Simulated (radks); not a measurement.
Ionisation of the xenon ion Xe+, [Kr] 4d10 5s2 5p5, to [Kr] 4d10 5s2 5p4 as the strength of local exchange is varied. Method: Dirac Kohn-Sham, Slater X-alpha exchange (alpha = 2/3 is LDA exchange), no correlation, spin-unpolarised, spherical densities, finite nucleus; open shells fill j = l - 1/2 first; Fermi nuclear charge, rms radius 4.7859 fm; computed with a radial shooting solver on a logarithmic mesh with Libxc functionals.

alpha = 0.577: E(Xe+) (hartree) -7414.86665; exchange (hartree) -151.57593; IE (eV) 18.939; -e of the level emptied (eV) 14.334 (5p3/2); <r> of it (bohr) 2.278
alpha = 0.665: E(Xe+) (hartree) -7438.01803; exchange (hartree) -175.20820; IE (eV) 20.047; -e of the level emptied (eV) 15.370 (5p3/2); <r> of it (bohr) 2.239
alpha = 0.667: E(Xe+) (hartree) -7438.54499; exchange (hartree) -175.74688; IE (eV) 20.072; -e of the level emptied (eV) 15.394 (5p3/2); <r> of it (bohr) 2.238
alpha = 0.72: E(Xe+) (hartree) -7452.52223; exchange (hartree) -190.04741; IE (eV) 20.754; -e of the level emptied (eV) 16.034 (5p3/2); <r> of it (bohr) 2.215
alpha = 0.758: E(Xe+) (hartree) -7462.55886; exchange (hartree) -200.33096; IE (eV) 21.249; -e of the level emptied (eV) 16.500 (5p3/2); <r> of it (bohr) 2.199
alpha = 0.952: E(Xe+) (hartree) -7513.99628; exchange (hartree) -253.22576; IE (eV) 23.863; -e of the level emptied (eV) 18.972 (5p3/2); <r> of it (bohr) 2.121
alpha = 1.031: E(Xe+) (hartree) -7535.03716; exchange (hartree) -274.95431; IE (eV) 24.967; -e of the level emptied (eV) 20.023 (5p3/2); <r> of it (bohr) 2.092

NIST Atomic Spectra Database: 20.975 eV (semi-empirical). The Delta-SCF value meets it near alpha = 0.74. Spin polarisation and multiplet splitting are left out, so open shells lie too high by an amount that depends on their filling.

Beside tabulated values, note that spin-unpolarised runs miss the spin-polarisation part of the exchange energy of open shells.
